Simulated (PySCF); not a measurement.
**How good is the calculation?**

Numbering as in the mapped SMILES `[CH3:1][CH:2]([CH3:3])[P:4]([CH:5]([CH3:6])[CH3:7])[CH:8]([CH3:9])[CH3:10]`. Hydrogens are named by the atom that carries them.

[PySCF 2.14: NMR shieldings at PBE0/pcSseg-1/GIAO; geometry: PBE0-D3(BJ)/def2-SVP; isolated molecule; relativity neglected; averaged over atoms made equivalent by symmetry, fast rotation or ring inversion; one conformer]

Reference values: measured (solution, C6D6; B. Maryasin, H. Zipse, Phys. Chem. Chem. Phys. 13 (2011) 5150).
```csv
atoms,quantity,reference,computed,"computed, scaled"
P4,δ 31P vs 85 % H3PO4,19.3,-4.0,8.9
```

Reference values: measured (E. Pretsch, P. Bühlmann, M. Badertscher, Structure Determination of Organic Compounds, 4th ed., Springer 2009).
```tsv
atoms	quantity	reference	computed	computed, scaled
P4	δ 31P vs 85 % H3PO4	20.0	-4.0	8.9
```

Computed shifts are σ(ref) − σ with the named reference compound (TMS for H and C) calculated as an isolated molecule at the same level. The measured values may be among those fitted. Shieldings were converted by a linear fit to measured shifts: 31P (scatter 18.7 ppm rms vs H3PO4, solution or neat liquid). A few per cent of atoms miss by over 2 rms, more outside the fitted compound classes.

Q: How far are the unscaled 31P shifts from the references?

A: Mean signed difference -23.65 ppm, mean absolute 23.65 ppm over 2 comparisons; the largest is -24.0 ppm at P4 (phosphorus bonded to 3 C).
